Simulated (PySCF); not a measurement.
Radial density of Sn (tin, neutral)

UHF, [Kr] 4d10 5s2 5p2, high-spin 3P determinant. Computed with PySCF 2.14 in def2-TZVP with the def2 core potential (28 electrons), with a scalar-relativistic core potential. This is the valence pseudo-density: the core potential removes the inner electrons and smooths the orbitals near the nucleus.

```tsv
r (bohr)	4πr²ρ (e/bohr)	4πr²(ρα − ρβ)
0.00403	1.016e-05	0.0000
0.00678	2.767e-05	0.0000
0.0114	7.062e-05	0.0000
0.0192	0.0001549	0.0000
0.0323	0.0002720	0.0000
0.0543	0.0005124	0.0000
0.0913	0.001960	0.0000
0.154	0.01959	0.0000
0.258	0.3162	0.0006
0.434	5.275	0.0197
0.731	22.33	0.0502
1.23	11.61	0.0070
2.07	2.690	0.6346
3.48	0.9323	0.5747
5.85	0.09230	0.0796
9.84	0.0008147	0.0008
```

Energies and moments cover only the electrons outside the core potential.
